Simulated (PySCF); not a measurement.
Compound: C5H9N3Si.
Z-matrix (Å and degrees, PBE0-D3(BJ)/def2-SVP geometry), rows numbered from 1:
```
C 
C   1  1.3316
C   2  1.4982  1  124.03
N   3  1.4509  2  112.18  1  -126.35
N   4  1.3150  3  121.51  2   -72.62
C   5  1.3281  4  103.80  3   176.95
C   6  1.4122  5  108.80  4    -0.14
Si  7  1.8706  6  130.92  5   179.86
N   4  1.3115  3  122.33  2   103.68
H   1  1.0929  2  121.34  3  -178.54
H   1  1.0944  2  121.60  3     1.40
H   2  1.0960  1  120.65  3   179.18
H   3  1.0971  2  111.59  1    -6.94
H   3  1.1015  2  110.52  1   114.42
H   6  1.0883  5  121.30  4   179.43
H   8  1.4928  7  110.92  6   117.41
H   8  1.4925  7  110.85  6  -121.46
H   8  1.4940  7  107.76  6    -1.97
```

All values: PBE0/pcSseg-1 (PySCF, non-relativistic), on one gas-phase PBE0-D3(BJ)/def2-SVP geometry that isn't relaxed in the solvent. The solvent is an IEF-PCM continuum (van der Waals radii × 1.2). Only the electrostatic response of the medium enters.

```tsv
run	E − E(gas) (kJ/mol)	HOMO (eV)	HOMO–LUMO gap (eV)	dipole (D)
gas	0.00	-7.66	7.15	1.10
P	-22.06	-7.70	7.13	1.12
Q	-18.45	-7.69	7.14	1.13
```

The runs were made in methanol and tetrahydrofuran. Which run belongs to which solvent?

P = methanol, Q = tetrahydrofuran. The dielectric constants are 7.426 (tetrahydrofuran), 32.61 (methanol), and the energy falls further as ε rises. In this model the ground state sees the solvent through ε alone.

How constant is the ratio of the lowering to (ε − 1)/(2ε + 1)?

```json
{"solvent": "tetrahydrofuran", "(ε − 1)/(2ε + 1)": "0.405", "E − E(gas) (kJ/mol)": "-18.45", "ratio (kJ/mol)": "-45.5", "polarisation term (kJ/mol)": "-20.01"}
{"solvent": "methanol", "(ε − 1)/(2ε + 1)": "0.477", "E − E(gas) (kJ/mol)": "-22.06", "ratio (kJ/mol)": "-46.2", "polarisation term (kJ/mol)": "-24.36"}
```

The ratio changes by +1.5 % in size from tetrahydrofuran to methanol. The polarisation term is half the interaction of the solute with the induced surface charges.
